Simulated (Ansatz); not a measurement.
Abridged output of a molecular run in Ansatz:

```
Functional definition: HF
1415 factors; integrals over basis functions are off by at most 1.6e-3 eV
mean field evaluation 1: about -9439.2710 eV, gradient 3.7e1 eV
mean field evaluation 2: about -9439.3942 eV, gradient 3.7e1 eV
mean field evaluation 4: about -9443.2597 eV, gradient 3.3e0 eV
mean field evaluation 8: about -9443.3131 eV, gradient 1.9e-1 eV
mean field -9443.31326193 eV, -347.0353614685 hartree, gradient 1.0e-6 eV, S^2 0.000000; 0 other end points of the search recorded, 0 dependent functions left out
8 core orbitals not correlated: weight in the atoms' cores, before any rotation towards them, 1.000 or more for the frozen orbitals, at most 0.000 for the correlated occupied ones
reference -9443.31326193 eV, -347.0353614685 hartree; 11, 11 occupied and 228, 228 virtual orbitals, 1415 factors
second order -14.71976580 eV of doubles, -0.00000000 eV of singles
cycle   1  -15.66377560 eV  change   -9.4e-1 eV  update   8.3e-2
cycle   2  -16.09982544 eV  change   -4.4e-1 eV  update   2.5e-2
cycle   3  -16.15529298 eV  change   -5.5e-2 eV  update   1.0e-2
cycle   4  -16.15021741 eV  change    5.1e-3 eV  update   3.0e-3
cycle   5  -16.14965516 eV  change    5.6e-4 eV  update   1.3e-3
cycle   6  -16.14946961 eV  change    1.9e-4 eV  update   4.4e-4
cycle   7  -16.14940920 eV  change    6.0e-5 eV  update   1.6e-4
cycle   8  -16.14944071 eV  change   -3.2e-5 eV  update   6.9e-5
cycle   9  -16.14944760 eV  change   -6.9e-6 eV  update   2.5e-5
perturbative correction -0.59218511 eV, -0.0217624015 hartree
Total energy: -9460.05489465 eV, -347.6506051228 hartree
```

Its atoms:

```xyz
12

C    -1.761    0.287    0.141
B    -0.500    0.107   -0.770
C     0.646   -0.843   -0.444
Al    1.895    0.215    0.656
H    -1.754   -0.300    1.063
H    -1.927    1.341    0.396
H    -2.649   -0.001   -0.436
H    -0.406    0.809   -1.747
H     0.385   -1.673    0.223
H     1.258   -1.164   -1.291
H     1.614    0.387    2.208
H     3.198    0.835    0.000
```

(1) Which basis set was used?
A. cc-pV(Q+d)Z
B. def2-TZVPPD
C. def2-SVPD
D. def2-TZVPP

(2) Write the keys of the input that set method, charge and spin (a neutral closed shell needs none for the last two).

Results:

(1) D. It gives 247 functions.

(2) 
```yaml
correlation: {method: ccsd_t}
```
